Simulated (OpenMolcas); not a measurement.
## Ir3+: moving or changing the point charges

Ir3+ among 6 point charges of -1.5 e arranged as a tetragonal octahedron (D4h), 1.92 Å from the ion, with the axial distance 2.093 Å.
```
   1.9200    0.0000    0.0000  -1.50
   0.0000    1.9200    0.0000  -1.50
  -1.9200    0.0000    0.0000  -1.50
   0.0000   -1.9200    0.0000  -1.50
   0.0000    0.0000    2.0928  -1.50
   0.0000    0.0000   -2.0928  -1.50
```

```yaml
Program: OpenMolcas
Method: CASSCF
Basis: ANO-RCC-VTZP [8s7p5d3f1g]
Scalar_Hamiltonian: DKH2, point nucleus
Active_space: 6 electrons in 5 orbitals (5d)
State_averaging: 2S+1 = 5 even, 5 roots; 2S+1 = 3 even, 45 roots; 2S+1 = 1 even, 50 roots
Spin-orbit_coupling: state interaction with AMFI integrals over the reference wave functions
```

Runs around this geometry, states (labels of D4, the rotations of D4h). Energies in cm-1 above the lowest state or level, χT in cm3 K/mol.

```csv
R (Å),q (e),Axial / equatorial distance,Ground state,First state of that spin,First gap with spin-orbit (degeneracies),χT at 300 K,First state of another spin
1.92,-0.75,1.09,5E,5B2 869.8,"131.3 (1, 1)",4.740,3E 14772
1.8,-1.5,1.09,5E,5B2 1971,"136.3 (1, 1)",1.574,2S+1 = 1: 6050
1.92,-1.5,1.09,5E,5B2 1778,"364.0 (1, 1)",3.047,3E 10281
2.01,-1.5,1.09,5E,5B2 1630,"192.2 (1, 1)",3.895,3E 12114
1.92,-1.5,1.18,5E,5B2 3230,"479.5 (1, 2)",3.077,3E 10227
```

Taking the first state of the same spin as R^-n, n = -ln(1630 / 1971) / ln(2.01 / 1.8) = 1.7 between the shortest and longest distance.

Scaling the charges by -0.75 / -1.5 = 0.50 scales the first state of the same spin by 869.8 / 1778 = 0.49; with fixed orbitals a first-order splitting would follow the charge.

Without dynamic correlation the repulsion within the d shell is too large (B by tens of per cent), so at a given field states of lower spin stand too high. This shell can be high or low spin here, a state of another spin lies low, and with metal d orbitals alone active their balance is uncertain, so the ground spin may be wrong. Point charges give a weaker field than real ligands, and real ions of this kind are as a rule low spin; the high spin found here belongs to the model. Spin-orbit coupling mixes the spin-free states strongly: the lowest level takes only 63 % from its leading state, 5E (figures for R = 1.92, q = -0.75, ratio = 1.09; the like holds for R = 1.8, q = -1.5, ratio = 1.09, R = 1.92, q = -1.5, ratio = 1.09, R = 1.92, q = -1.5, ratio = 1.18). An orbital doublet at a regular site is open to a Jahn-Teller distortion, which this geometry leaves out (holds for R = 1.92, q = -0.75, ratio = 1.09; R = 1.92, q = -1.5, ratio = 1.09; R = 2.01, q = -1.5, ratio = 1.09; R = 1.92, q = -1.5, ratio = 1.18). This is an electrostatic model: the charges have no orbitals. No measured value stands beside these numbers.

A state without a sure symmetry label is named by its multiplicity alone.
